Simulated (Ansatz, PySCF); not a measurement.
This triplet is an excited state, 2.19 eV above the relaxed singlet at the level frozen-core CCSD(T)/cc-pVTZ // PBE0-D3(BJ)/def2-TZVP (Ansatz, an electronic-structure program).

# CClNSi, SMILES `[N+]([Si]Cl)#[C-]` (excited triplet) (charge 0, multiplicity 3)

Level of theory: PBE-D3(BJ)/def2-TZVP // PBE0-D3(BJ)/def2-TZVP run with PySCF.

| Property | Result |
|---|---|
| highest occupied spin orbital | -4.80 eV |
| dipole moment | 2.67 D |
| total energy | -22914.45 eV |
| cost | about 4 core-minutes (a rough figure) |

```xyz
4

C     -2.0075    -0.3276    -0.0098
N     -0.8953     0.0690    -0.0010
Si     0.6597     0.7665     0.0134
Cl     2.2432    -0.5080    -0.0025
```
Charge 0, spin multiplicity 3.
